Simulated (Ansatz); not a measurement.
Geometry optimisation, RKS PBE/def2-SVP (Ansatz).

The input (input.yaml):

```yaml
crystal:
  periodic: [false, false, false]
  atoms:
    - { symbol: W, position_ang: [-0.081518, -0.0665, -0.200644] }
    - { symbol: F, position_ang: [0.019025, 0.040757, 1.663836] }
    - { symbol: Cl, position_ang: [2.245934, -0.000197, -0.383056] }
    - { symbol: Cl, position_ang: [-0.079601, 2.253977, -0.34698] }
    - { symbol: Cl, position_ang: [-2.399665, -0.026019, 0.014557] }
    - { symbol: O, position_ang: [0.01472, -1.933374, 0.053391] }
    - { symbol: H, position_ang: [0.269563, -2.469663, 0.829597] }
    - { symbol: Cl, position_ang: [-0.307794, -0.376905, -2.476099] }
    - { symbol: H, position_ang: [1.544936, 1.651869, 1.547869] }
    - { symbol: H, position_ang: [1.460401, 1.499554, 2.24703] }
basis:
  gaussian: { orbitals: def2-SVP }
hamiltonian:
  xc: pbe
relax:
  f_tol: 0.03
  max_steps: 50
output:
  orbitals: {}
```

Launched with:

```bash
$ ansatz run input.yaml --threads 4 --pin off --max-ram 5120MiB --backend cpu --events-out ev --progress --plain --runs-dir out
```

Where does it end, and by what steps?

The run converged. The force dipped under the threshold on the way, but the program's further checks kept it going. After 39 steps the energy has fallen by 0.397 eV; H9 moved furthest, 2.02 Å.

| step | energy less start (eV) | largest force component (eV/Å) | accepted |
| --- | --- | --- | --- |
| 0 | 0.0000 | 1.868 | yes |
| 2 | -0.2642 | 0.548 | yes |
| 4 | -0.3606 | 0.125 | yes |
| 6 | -0.3759 | 0.034 | yes |
| 8 | -0.3780 | 0.143 | yes |
| 10 | -0.3727 | 0.429 | no |
| 12 | -0.3828 | 0.159 | yes |
| 14 | -0.3870 | 0.022 | yes |
| 16 | -0.3875 | 0.055 | yes |
| 18 | -0.3892 | 0.016 | yes |
| 20 | -0.3838 | 0.380 | no |
| 22 | -0.3918 | 0.088 | yes |
| 24 | -0.3925 | 0.102 | yes |
| 26 | -0.3936 | 0.031 | yes |
| 28 | -0.3944 | 0.068 | yes |
| 30 | -0.3953 | 0.060 | yes |
| 32 | -0.3955 | 0.046 | yes |
| 34 | -0.3963 | 0.044 | yes |
| 36 | -0.3966 | 0.037 | yes |
| 38 | -0.3969 | 0.045 | yes |
| 39 | -0.3970 | 0.028 | yes |

```xyz
10
Properties=species:S:1:pos:R:3
W -0.193 -0.169 -0.619
F 0.345 0.436 1.105
Cl 2.031 -0.094 -1.312
Cl -0.390 2.067 -1.204
Cl -2.415 -0.124 0.085
O 0.052 -1.884 0.125
H 0.331 -2.147 1.025
Cl -0.831 -1.019 -2.657
H 2.095 1.906 3.480
H 1.660 1.601 2.922
```

Run time: 54 s on 4 threads of Intel(R) Xeon(R) 6975P-C (Granite Rapids) (shared host), peak memory 0.26 GiB.
